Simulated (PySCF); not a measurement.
## Tl: fine-structure interval

Tl [Xe] 4f14 5d10 6s2 6p1 [6p1/2^1, M_J = 1/2] → Tl [Xe] 4f14 5d10 6s2 6p1 [6p3/2^1, M_J = 3/2], as a difference of total energies. Computed with PySCF 2.14 in x2c-SVPall-2c with one added diffuse shell each of s, p type (8s12p7d2f, 93 functions), with the two-component X2C-1e Hamiltonian. Correlated levels: [Kr] 4d10 4f14 frozen; the 22 highest virtual spinors dropped. "Screened" scales the spin-orbit matrix elements by Boettger's factors to mimic the two-electron term; Breit and QED terms are absent.

```csv
method,fine-structure interval (cm⁻¹),error (cm⁻¹)
GHF (screened spin-orbit),8194.6,+402
GMP2 (screened spin-orbit),6973.1,-820
GHF (bare spin-orbit),8407.9,+615
```

Reference: 7792.7 cm⁻¹ (measured; NIST Handbook of Basic Atomic Spectroscopic Data (Sansonetti and Martin, J. Phys. Chem. Ref. Data 34, 1559 (2005))).

Errors of the correlated levels include the incompleteness of this basis and the frozen core.
